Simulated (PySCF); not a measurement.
**Tc²⁺ (technetium, charge +2) across methods**

[Kr] 4d4 5p1, one real determinant (an excited configuration). Calculation: PySCF 2.14, in ANO-RCC-VTZP; scalar relativity by spin-free X2C-1e.

| method | E (hartree) | mean ε 4p β (eV) | mean ε 4d α (eV) | mean ε 5p α (eV) | Σ⟨r²⟩ (bohr²) | ⟨S²⟩ |
| --- | --- | --- | --- | --- | --- | --- |
| UHF | -4281.78257 | -73.457 | -34.822 | -17.680 | 39.56 | 8.753 |
| M06-2X | -4284.24 | -69.877 | -31.469 | -17.156 | 38.59 | 8.750 |
| r2SCAN | -4283.93 | -65.483 | -28.518 | -15.840 | 38.60 | 8.751 |
| PBE0 | -4283.61 | -67.237 | -29.935 | -16.388 | 38.67 | 8.751 |
| LDA | -4279.00 | -64.954 | -28.040 | -15.929 | 38.48 | 8.750 |
| PBE | -4283.54 | -64.666 | -28.033 | -15.803 | 38.57 | 8.751 |
| B97-3 | -4283.62 | -67.577 | -29.822 | -16.266 | 38.74 | 8.751 |
| M06 | -4283.97 | -67.639 | -29.562 | -16.140 | 38.66 | 8.750 |

⟨L²⟩ = 8.03 against 12 for a pure F term, so this real determinant mixes terms.
